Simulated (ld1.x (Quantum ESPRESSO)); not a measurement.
# Ranking TM potentials for C

All share these settings but for the change named:

* Element: C (Z = 6)
* Generator: ld1.x (Quantum ESPRESSO) 7.5
* Type: norm-conserving Troullier–Martins (Kleinman–Bylander form)
* Functional: PBE
* Relativity: scalar-relativistic
* Frozen core: [He]
* Valence charge: 4
* Reference configuration: 2s2 2p1 (charge +1)
* Partial waves: 2s (bound): rc 0.80 bohr; 3d channel at 0.3 Ry: rc 1.60 bohr; 2p (bound): rc 1.65 bohr
* Local potential: the p channel
* Core correction: none

Test errors are all-electron minus pseudo excitation energies from the reference, over 2s2 2p2; 2s2 2p0; 2s1 2p0; 2s1 2p2; 2s2 2p2.3; 2s1 2p3; 2s0 2p4. None of these files shows a bound ghost.

The base gives 273.0 meV.

Of 9 variants that were run, those that failed, showed a ghost or another fault, or gave nearly equal values are left out.

A variant can come out equal or close to the base, since the largest error may sit in a test that the change hardly touches while other tests move.

Task: Rank these variants by their largest absolute test error, smallest first.
A. core correction a·sin(br)/r model core inside 0.66 bohr
B. core correction a·sin(br)/r model core inside 0.88 bohr
C. core correction a·sin(br)/r model core inside 0.46 bohr

Result: C (175.6 meV), B (217.1 meV), A (259.3 meV).
